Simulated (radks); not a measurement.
All-electron atom: Pr+ in [Kr] 4d10 4f5 5s2 5p4 6s1 (not the ground configuration). Calculated with a radial shooting solver on a logarithmic mesh with Libxc functionals: Dirac Kohn-Sham, HCTH/407, spin-unpolarised, spherical densities, finite nucleus; open shells fill j = l - 1/2 first; Fermi nuclear charge, rms radius 4.8919 fm.

Unscreened Slater integrals over Kohn-Sham orbitals (cm^-1). Large and small components are both included. Empty in this configuration: 4f7/2.

integral          value
F0(4f5/2,4f5/2)  158360
F2(4f5/2,4f5/2)   68604
F4(4f5/2,4f5/2)   41905
F0(4f5/2,6s1/2)   60806
G3(4f5/2,6s1/2)  4391.8
F0(4f5/2,5p3/2)  121300
F2(4f5/2,5p3/2)   46834
G2(4f5/2,5p3/2)   31110
G4(4f5/2,5p3/2)   22493
F0(4f5/2,5p1/2)  125710
G2(4f5/2,5p1/2)   33809
F0(4f5/2,4f7/2)  156370
F2(4f5/2,4f7/2)   67555
F4(4f5/2,4f7/2)   41236
G2(4f5/2,4f7/2)   67467
G4(4f5/2,4f7/2)   41185
G6(4f5/2,4f7/2)   29327
F0(6s1/2,6s1/2)   47794
F0(6s1/2,5p3/2)   59217
G1(6s1/2,5p3/2)  4993.0
F0(6s1/2,5p1/2)   59556
G1(6s1/2,5p1/2)  4328.0
F0(6s1/2,4f7/2)   60614
G3(6s1/2,4f7/2)  4618.6
F0(5p3/2,5p3/2)  109130
F2(5p3/2,5p3/2)   58807
F0(5p3/2,5p1/2)  111760
G2(5p3/2,5p1/2)   59809
F0(5p3/2,4f7/2)  120290
F2(5p3/2,4f7/2)   46747
G2(5p3/2,4f7/2)   31381
G4(5p3/2,4f7/2)   22625
F0(5p1/2,5p1/2)  114660
F0(5p1/2,4f7/2)  124610
G4(5p1/2,4f7/2)   24414
F0(4f7/2,4f7/2)  154420
F2(4f7/2,4f7/2)   66541
F4(4f7/2,4f7/2)   40591
F6(4f7/2,4f7/2)   28896
